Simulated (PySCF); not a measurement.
Compound: C7H10N (doublet state).
Structure used (GFN2-xTB), in Å, numbered top down from 1:
```xyz
18
C7H10N angstrom
N     -2.8879    0.1645   -0.0855
C     -1.7068   -0.6649   -0.0788
C     -0.3797    0.0921   -0.3452
C      0.1182    0.9096    0.7855
C      1.3227    0.0719    1.0073
C      2.4723    0.4886    0.1034
C      2.0791   -0.2825   -0.9078
C      0.8732   -0.8137   -0.1889
H     -2.8315    0.8669    0.6435
H     -2.9840    0.6436   -0.9747
H     -1.6447   -1.1548    0.8958
H     -1.8276   -1.4337   -0.8478
H     -0.4704    0.5998   -1.3152
H     -0.0956    1.9172    1.0872
H      1.5673   -0.2865    2.0046
H      3.2533    1.2120    0.2498
H      2.4250   -0.4395   -1.9134
H      0.7083   -1.8843   -0.1316
```

The hyperfine couplings belong to this conformer and change with its torsions.

The species is `NC[C@H]1[CH][C@@H]2C=C[C@@H]21` [radical].

The calculation used UKS B3LYP, pcH-1 on C H N, non-relativistic, mean-field spin-orbit, GIAO in PySCF. Geometry: GFN2-xTB, one conformer, isolated molecule. Couplings are sensitive to structure, and on GFN2-xTB geometries they can be far from those on DFT ones. The SCF solution wasn't tested for stability.

**Question.** The isotropic 13C couplings are +111.1, +75.6, +66.9, -31.0, -23.3, +4.7 MHz. Assign them to C2; C3; C4; C5; C6; C8.

**Answer.** 
```csv
site,a_iso (MHz),ρ(0) (bohr⁻³),position,distance from C4 (Å),spin population,largest |T| (MHz)
C2,+66.9,+0.0595,2 bonds from C4,2.56,+0.03,10.0
C3,-23.3,-0.0207,1 bond from C4,1.48,-0.08,2.5
C4,+111.1,+0.0988,largest spin population,0.00,+0.98,152.9
C5,-31.0,-0.0275,1 bond from C4,1.48,-0.08,3.3
C6,+75.6,+0.0672,2 bonds from C4,2.49,+0.03,12.0
C8,+4.7,+0.0042,2 bonds from C4,2.12,+0.02,2.3
```

ρ(0) is the spin density at the nucleus and T the dipolar tensor; entries for several nuclei are means. The Mulliken spin populations are largest on C4 (+0.98), C3 (-0.08) and C5 (-0.08). C4 is the only atom above +0.15. The positive populations add up to 1.19 and the negative ones to -0.19, together 2S = 1. The angles at C4 add up to 356.6°, so it is nearly planar; its axial dipolar tensor and the negative coupling of its proton fit spin in a p orbital normal to that plane.

β density exceeds α density at some nuclei, such as C5 (-0.0275), C3 (-0.0207) and H14 (-0.0112), spin density in bohr⁻³. In a single determinant that takes different orbitals for the two spins, that is spin polarisation.
